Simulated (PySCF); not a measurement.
**Computed properties of Si(OH)2(PH2)2 (H₆O₂P₂Si), SMILES O[Si](O)(P)P**

H₆O₂P₂Si, SMILES [Si](P)(O)(O)P. The structure is a stationary point at B3LYP-D3(BJ)/def2-SVP. The structure was generated by enumeration, and PubChem lists no compound with its InChIKey, so it may never have been made. The values are those of a single conformer. All values are computed for the isolated molecule unless a solvent is named; none is compared with measurement here.

**Structure.** All 27 harmonic modes at B3LYP-D3(BJ)/def2-SVP (PySCF) are real, so it is a minimum. With heavy atoms numbered as in [OH:1][Si:2]([OH:3])([PH2:4])[PH2:5], the shortest bond between them is O1–Si2 at 1.668 Å and the longest Si2–P5 at 2.268 Å.

**Vibrations.** The strongest infrared lines (harmonic, unscaled, degenerate partners summed) lie at 841 cm⁻¹ (299 km/mol, H 71 %, O 17 %, Si 12 %), 782 cm⁻¹ (186 km/mol, H 47 %, O 45 %), 267 cm⁻¹ (107 km/mol, H 58 %, O 29 %, P 12 %). The softest mode is at 101 cm⁻¹ and the zero-point energy is 40.4 kcal/mol.

**Electronic structure.** HF/def2-TZVP (PySCF) places the frontier levels at -9.69 and 2.90 eV, a gap of 12.59 eV, and gives a dipole moment of 1.43 D and a mean polarisability of 79.4 bohr³. PBE/def2-TZVP (PySCF) at the same geometry gives -6.14 and -0.93 eV, so its gap is 7.38 eV narrower. An orbital gap is neither the optical nor the fundamental gap.

**Excitations.** TDA-ωB97X/def2-SVPD (PySCF) has S1 at 6.44 eV (192 nm, f = 0.029, weak); the most intense of the 10 singlets computed lies at 7.33 eV (f = 0.53). T1 (TDA) is at 5.61 eV, 0.83 eV under S1. TDA-PBE/def2-SVPD (PySCF) puts S1 at 5.24 eV. No vertical singlet excitation falls in the visible range (under 3.1 eV).

**NMR.** GIAO shifts at B3LYP/pcSseg-1 (PySCF) (non-relativistic, atoms alike by connectivity averaged): ¹H from 1.9 to 2.3 ppm against TMS; ²⁹Si at 26.3 ppm against TMS.

**Solvation.** SMD-M06-2X/def2-SVP (PySCF) gives -8.1 kcal/mol in water, -5.2 kcal/mol in chloroform, -2.9 kcal/mol in benzene (1 M in both phases, gas-phase geometry); of these solvents water holds the molecule best.
